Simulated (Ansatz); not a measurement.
Molecule: CH2BI2, charge 0, multiplicity 2. SMILES: IB([CH2])I
Geometry: optimised at B3LYP-D3(BJ)/def2-TZVP (Ansatz, an electronic-structure program).

Wanted: atomisation energy, in kcal/mol. Conventions: atomisation electronic, to ground-state atoms; open shells spin-unrestricted; no dispersion term unless named; STO-3G and 3-21G all-electron and non-relativistic; no spin-orbit coupling; def2 sets with scalar-relativistic core potentials past Kr. Ab initio and DFT rows: single points at B3LYP-D3(BJ) geometries (Ansatz).

```json
[
 {"species": "[CH2]B(I)I", "coefficient": "-1", "E at B3LYP/STO-3G (Ansatz), Eh": "-13769.07442", "E at PBE/def2-TZVPD (Ansatz), Eh": "-659.48694"},
 {"species": "B atom", "coefficient": "+1", "E at B3LYP/STO-3G (Ansatz), Eh": "-24.28154", "E at PBE/def2-TZVPD (Ansatz), Eh": "-24.61015"},
 {"species": "C atom", "coefficient": "+1", "E at B3LYP/STO-3G (Ansatz), Eh": "-37.35240", "E at PBE/def2-TZVPD (Ansatz), Eh": "-37.79605"},
 {"species": "H atom", "coefficient": "+2", "E at B3LYP/STO-3G (Ansatz), Eh": "-0.46753", "E at PBE/def2-TZVPD (Ansatz), Eh": "-0.49962"},
 {"species": "I atom", "coefficient": "+2", "E at B3LYP/STO-3G (Ansatz), Eh": "-6852.80283", "E at PBE/def2-TZVPD (Ansatz), Eh": "-297.66560"}
]
```

 1 Eh = 627.5095 kcal/mol.

Q: Compute it at each level from the table.

A: 
- B3LYP/STO-3G: the sum of coefficient times E is 0.89976 Eh, or 564.61 kcal/mol. Result: 564.6 kcal/mol.
- PBE/def2-TZVPD: the sum of coefficient times E is 0.75030 Eh, or 470.82 kcal/mol. Result: 470.8 kcal/mol.
